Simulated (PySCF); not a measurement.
A side-by-side comparison of computed properties.

First species: C₂H₃F₅OSi.
SMILES: `FC(C(F)([SiH2]O)F)(F)F`

Second species: C₅H₉NOSi.
InChI=1S/C5H9NOSi/c1-7-5(3-6)4-8-2/h4H,8H2,1-2H3/b5-4+

Levels: B3LYP/def2-SVPD for dipole moment, HOMO energy, LUMO energy, HOMO–LUMO gap, static isotropic polarisability and electronic spatial extent ⟨r²⟩ about the centre of nuclear charge; TDDFT B3LYP/def2-SVPD for lowest singlet excitation; TDA B3LYP/def2-SVPD for lowest triplet excitation (Tamm–Dancoff); GFN2-xTB for rotational constant A and rotational constant C. Geometries: GFN2-xTB. All species are isolated and taken at one optimised geometry, non-relativistic unless stated; the electronic structure was computed with PySCF and density fitting.

Dipoles, sizes and rotational constants follow the conformer. The torsions of the flexible species, by atom-mapped SMILES:
- `[OH:1][SiH2:2][C:3]([F:4])([F:5])[C:6]([F:7])([F:8])[F:9]`: O1–Si2–C3–F4 -162°, Si2–C3–C6–F7 64°, H–O1–Si2–C3 -45°
- `[CH3:1][O:2]/[C:3]([C:4]#[N:5])=[CH:6]/[SiH2:7][CH3:8]`: C1–O2–C3–C4 180°, C3–C6–Si7–C8 169°

Values for the first species:

```
Dipole moment                                                     : 2.21 D
HOMO energy                                                       : -8.92 eV
LUMO energy                                                       : -0.80 eV
HOMO–LUMO gap                                                     : 8.12 eV
Lowest singlet excitation                                         : 7.01 eV
Lowest triplet excitation (Tamm–Dancoff)                          : 6.63 eV
Static isotropic polarisability                                   : 57.9 au
Electronic spatial extent ⟨r²⟩ about the centre of nuclear charge : 1196 bohr²
Rotational constant A                                             : 1.824 GHz
Rotational constant C                                             : 1.018 GHz
```

**Question.** Estimate the same properties for the second species, and the change in each.

**Answer.** 
```
                                                         property       first      second  second less first
                                                    dipole moment      2.21 D      5.11 D            +2.90 D
                                                      HOMO energy    -8.92 eV    -7.31 eV           +1.61 eV
                                                      LUMO energy    -0.80 eV    -1.66 eV           -0.86 eV
                                                    HOMO–LUMO gap     8.12 eV     5.65 eV           -2.47 eV
                                        lowest singlet excitation     7.01 eV     5.46 eV           -1.55 eV
                         lowest triplet excitation (Tamm–Dancoff)     6.63 eV     3.50 eV           -3.13 eV
                                  static isotropic polarisability     57.9 au     97.7 au           +39.8 au
electronic spatial extent ⟨r²⟩ about the centre of nuclear charge  1196 bohr²  1524 bohr²         +328 bohr²
                                            rotational constant A   1.824 GHz   2.274 GHz         +0.450 GHz
                                            rotational constant C   1.018 GHz   0.744 GHz         -0.274 GHz
```

On the first: In wavenumbers S1 is 56500 cm⁻¹ (1 eV = 8065.54 cm⁻¹). The principal polarisabilities are 55.1, 56.4 and 62.1 au; their mean is the isotropic value.

On the second: S1 lies 0.19 eV below the HOMO–LUMO gap; its leading configuration is HOMO→LUMO, weight 0.95. The dipole equals about 17.1 × 10⁻³⁰ C·m (1 D = 3.33564 × 10⁻³⁰ C·m).
